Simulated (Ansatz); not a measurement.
Geometry optimisation, RKS PBE0/def2-mTZVP in Ansatz 0.2.0.

The input (input.yaml):

```yaml
crystal:
  periodic: [false, false, false]
  atoms:
    - { symbol: Zn, position_ang: [-1.1936, -0.0998, -0.3631] }
    - { symbol: F, position_ang: [0.3961, -1.5085, -0.4819] }
    - { symbol: Cl, position_ang: [-3.0729, -0.6886, -1.066] }
    - { symbol: H, position_ang: [0.9475, -0.561, 0.0217] }
    - { symbol: "N", position_ang: [0.7502, 0.6875, 0.4587] }
    - { symbol: H, position_ang: [0.8808, 0.7836, 1.4537] }
    - { symbol: H, position_ang: [1.292, 1.3869, -0.0232] }
basis:
  gaussian: { orbitals: def2-mTZVP }
hamiltonian:
  xc: pbe0
relax:
  f_tol: 0.15
  max_steps: 25
  restrain:
    - { distance: [0, 4], at: 1.93, k: 30.0 }
    - { distance: [3, 1], at: 0.88, k: 30.0 }
    - { distance: [0, 1], at: 3.09, k: 30.0 }
    - { distance: [3, 4], at: 2.32, k: 30.0 }
output:
  orbitals: {}
```

Command:

```bash
$ ansatz run input.yaml --threads 2 --pin off --max-ram 3072MiB --backend cpu --events-out ev --progress --plain --runs-dir out
```

Where does it end, and by what steps?

It converged. The restraints hold the end off the free minimum. After 11 steps the energy has fallen by 0.086 eV (the restraints' own energy left out); H4 moved furthest, 0.85 Å. Parted: Zn1–F2. Joined: F2–H4.

| step | energy less start (eV) | largest force component (eV/Å) | accepted |
| --- | --- | --- | --- |
| 0 | 0.0000 | 2.611 | yes |
| 1 | 0.3285 | 2.423 | yes |
| 2 | 0.3945 | 1.991 | yes |
| 3 | 0.3446 | 2.985 | yes |
| 4 | 0.1292 | 1.293 | yes |
| 5 | 0.0184 | 1.142 | yes |
| 6 | -0.0452 | 1.561 | yes |
| 7 | -0.0839 | 1.231 | yes |
| 8 | -0.0222 | 1.686 | no |
| 9 | -0.0903 | 0.917 | no |
| 10 | -0.0900 | 1.032 | yes |
| 11 | -0.0855 | 1.227 | yes |

```xyz
7
Properties=species:S:1:pos:R:3
Zn -1.155 0.257 -0.202
F 0.888 -2.030 -0.562
Cl -3.050 -0.297 -0.918
H 1.298 -1.309 -0.174
N 0.549 0.782 0.450
H 0.543 1.008 1.440
H 0.927 1.590 -0.034
```

Whether the end is a true minimum wasn't checked by a vibrational analysis.

The run took 19 s on 2 threads of Intel(R) Xeon(R) 6975P-C (Granite Rapids) (shared host), peak memory 0.24 GiB.
